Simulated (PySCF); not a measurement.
C3H5O, SMILES `[O]C1CC1` (charge 0, multiplicity 2)

Method: PBE-D3(BJ)/def2-TZVP // TPSSh-D3(BJ)/def2-TZVP run with PySCF.

```yaml
highest_occupied_spin_orbital: -5.55 eV
dipole_moment: 3.00 D
total_energy: -192.3063 Ha
cost: roughly 5 core-minutes
```

Bonds (Å): O1–C2 1.282, C2–C3 1.587, C2–C4 1.587, C2–H5 1.095, C3–C4 1.457, C3–H6 1.083, C3–H7 1.081, C4–H8 1.081, C4–H9 1.083. Bond angles (°): O1–C2–C3 117.7, O1–C2–C4 117.7, O1–C2–H5 120.9, C3–C2–C4 54.7, C3–C2–H5 114.3, C4–C2–H5 114.3, C2–C3–C4 62.7, C2–C3–H6 113.5, C2–C3–H7 112.7, C4–C3–H6 119.6, C4–C3–H7 119.1, H6–C3–H7 116.7, C2–C4–C3 62.7, C2–C4–H8 112.7, C2–C4–H9 113.5, C3–C4–H8 119.1, C3–C4–H9 119.6, H8–C4–H9 116.7.
Charge 0, spin multiplicity 2.
